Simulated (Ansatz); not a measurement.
Sn5H2. The state is a singlet with charge 0. Geometry PBE-D4/def2-SVP.

```tsv
atom	x (Å)	y (Å)	z (Å)
Sn1	1.053	-0.474	-0.709
Sn2	-1.843	-0.765	-1.014
Sn3	1.822	1.126	1.524
Sn4	-0.439	-0.879	1.816
Sn5	-0.515	1.988	-0.211
H6	1.705	-1.385	-2.026
H7	-1.782	0.389	0.618
```

In the def2 sets Sn takes a core potential; there is no spin–orbit coupling. Another isomer (singlet) lies 0.08 eV lower at PBE0-D4/def2-TZVP; other spin states weren't run for this one.

Q: Estimate the orbital energies around the gap (eV) in Ansatz with PBE-D4/def2-SVP, PBE-D4/def2-TZVP, r2SCAN-D4/def2-TZVP, PBE0-D4/def2-TZVP, r2SCAN0-D4/def2-TZVP.

A: 
| orbital | PBE-D4/def2-SVP | PBE-D4/def2-TZVP | r2SCAN-D4/def2-TZVP | PBE0-D4/def2-TZVP | r2SCAN0-D4/def2-TZVP |
| --- | --- | --- | --- | --- | --- |
| HOMO−5 | -7.54 | -7.51 | -7.85 | -8.55 | -8.77 |
| HOMO−4 | -6.97 | -6.96 | -7.24 | -7.86 | -8.07 |
| HOMO−3 | -5.25 | -5.24 | -5.46 | -5.94 | -6.10 |
| HOMO−2 | -5.23 | -5.22 | -5.43 | -5.93 | -6.09 |
| HOMO−1 | -5.03 | -5.03 | -5.23 | -5.73 | -5.88 |
| HOMO | -4.87 | -4.86 | -5.07 | -5.57 | -5.72 |
| LUMO | -2.92 | -2.93 | -2.92 | -2.39 | -2.42 |
| LUMO+1 | -2.91 | -2.92 | -2.92 | -2.37 | -2.38 |
| LUMO+2 | -2.17 | -2.24 | -2.08 | -1.57 | -1.50 |
| LUMO+3 | -2.08 | -2.12 | -1.98 | -1.52 | -1.43 |
| LUMO+4 | -1.47 | -1.54 | -1.38 | -0.96 | -0.86 |
| LUMO+5 | -1.11 | -1.20 | -1.00 | -0.61 | -0.48 |
